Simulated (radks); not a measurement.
The xenon ion Xe4+, configuration [Kr] 4d10 5s2 5p1 4f1 (not the ground configuration). Calculated with a radial shooting solver on a logarithmic mesh with Libxc functionals: scalar-relativistic Kohn-Sham, r2SCAN, spin-polarised, spherical densities, finite nucleus; open shells are filled with parallel spins first (spin-orbit coupling, left out, can overturn this in heavy ions); meta-GGA in the generalised Kohn-Sham scheme; Fermi nuclear charge, rms radius 4.7859 fm.

Local quantities along the radius. ELF = 1/(1 + alpha^2) is the electron localisation function; alpha = (tau - tau_W)/tau_unif compares the Pauli kinetic energy density with that of the uniform gas (summed over spins); r v_xc is r times the local exchange-correlation potential of spin up (hartree bohr, multiplicative part alone). tau is taken from the large components.

| r (bohr) | ELF | alpha | r v_xc |
|---|---|---|---|
| 0.002548 | 0.999 | 0.02665 | -0.1820 |
| 0.003398 | 0.999 | 0.02994 | -0.2215 |
| 0.004532 | 0.999 | 0.03546 | -0.2702 |
| 0.006044 | 0.998 | 0.04483 | -0.3285 |
| 0.008062 | 0.996 | 0.06159 | -0.3959 |
| 0.01075 | 0.991 | 0.09395 | -0.4709 |
| 0.01434 | 0.974 | 0.1628 | -0.5527 |
| 0.01913 | 0.905 | 0.3241 | -0.6373 |
| 0.02551 | 0.669 | 0.7026 | -0.6358 |
| 0.03403 | 0.369 | 1.308 | -0.5818 |
| 0.04538 | 0.351 | 1.361 | -0.6986 |
| 0.06053 | 0.597 | 0.8220 | -0.9207 |
| 0.08073 | 0.751 | 0.5755 | -1.057 |
| 0.1085 | 0.615 | 0.7908 | -1.071 |
| 0.1448 | 0.331 | 1.421 | -1.006 |
| 0.1931 | 0.499 | 1.002 | -1.260 |
| 0.2575 | 0.754 | 0.5710 | -1.464 |
| 0.3435 | 0.610 | 0.7990 | -1.313 |
| 0.4581 | 0.188 | 2.080 | -1.112 |
| 0.611 | 0.611 | 0.7980 | -1.435 |
| 0.815 | 0.753 | 0.5720 | -1.483 |
| 1.087 | 0.493 | 1.014 | -1.204 |
| 1.45 | 0.268 | 1.651 | -1.054 |
| 1.934 | 0.402 | 1.220 | -1.031 |
| 2.579 | 0.237 | 1.793 | -0.6730 |
| 3.44 | 0.020 | 7.076 | -0.4228 |
| 4.588 | 0.001 | 37.73 | -0.2300 |
| 6.119 | 0.000 | 244.8 | -0.08346 |

On this mesh the ELF has minima near r = 0.039, 0.14, 0.46, 1.4 bohr, which separate the shells, and maxima near 0.0011 (1.00), 0.081 (0.75), 0.26 (0.75), 0.81 (0.75), 1.9 (0.40).
